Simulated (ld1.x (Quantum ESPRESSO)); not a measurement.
## Before and after: ultrasoft potential for oxygen

oxygen, ultrasoft, made with ld1.x (Quantum ESPRESSO) 7.5 (LDA (PZ), scalar-relativistic). Core [He], reference 2s2 2p4. Waves: 2s (bound): rcut 0.60, rcutus 0.75 bohr; 2s channel at -1.35 Ry: rcut 0.60, rcutus 0.75 bohr; 2p (bound): rcut 0.95, rcutus 1.20 bohr; 2p channel at -0.25 Ry: rcut 0.95, rcutus 1.20 bohr; 3d channel at 0.05 Ry: rcut 1.05, rcutus 1.25 bohr. Local part: all-electron potential smoothed inside 0.85 bohr (lloc = -1). Core correction: a·sin(br)/r model core, default radius (core density twice the valence density). Augmentation charge: PSQ, radius 0.45 bohr.

All-electron outer shells of the reference configuration (LDA (PZ), scalar-relativistic, ld1.x):

```tsv
shell	level (eV)	outermost node (bohr)	outermost maximum (bohr)
1s	-510.89	–	0.13
2s	-23.75	0.28	0.88
2p	-9.20	–	0.82
```

Change: local potential all-electron potential smoothed inside 1.26 bohr (lloc = -1).

Cutoffs: the cutoffs (Ry, on a coarse ladder) from which the occupation-weighted sum of valence levels, in a spherical-Bessel basis at the reference potential, stays within 10 and 1 mRy of its value at 400 Ry; they do not see the model core or the augmentation charge, which bear on the density cutoff. Errors are all-electron minus pseudo energies relative to the spin-unpolarised reference configuration.

Problem. Predict the effect on cutoff, ghosts and configuration errors.

Solution. The potential gets neither clearly harder nor softer (55 Ry and 100 Ry → 55 Ry and 100 Ry); of the 9 tests that both files solve, the error grows in 0 and shrinks in 2 by more than 15 % and 0.3 meV (median size 7.7 → 6.2 meV); neither file shows a bound ghost.

| quantity | base | changed |
| --- | --- | --- |
| cutoff, loose | 55 Ry | 55 Ry |
| cutoff, tight | 100 Ry | 100 Ry |
| loose cutoff by channel (10 mRy a level) | s 45 Ry, p 45 Ry | s 50 Ry, p 45 Ry |
| bound ghosts | none | none |
| error for 2s2 2p3, meV [ΔE 16.58 eV] | -0.6 | -0.6 |
| error for 2s2 2p2, meV [ΔE 50.29 eV] | -3.5 | -2.8 |
| error for 2s2 2p1, meV [ΔE 104.26 eV] | -7.7 | -6.2 |
| error for 2s1 2p4, meV [ΔE 31.42 eV] | +12 | +13 |
| error for 2s1 2p5, meV [ΔE 14.58 eV] | +14 | +15 |
| error for 2s2 2p0, meV [ΔE 181.21 eV] | +15 | +15 |
| error for 2s2 2p3.5, meV [ΔE 6.37 eV] | -0.2 | -0.3 |
| error for 2s2 2p4 (spin-polarised), meV [ΔE -1.41 eV] | +4.9 | +5.0 |
| error for 2s2 2p3 (spin-polarised), meV [ΔE 12.57 eV] | +14 | +15 |
| lowest overlap eigenvalue by channel | s 0.55, p 0.94, d 0.27 | s 0.69, p 0.97, d 0.90 |
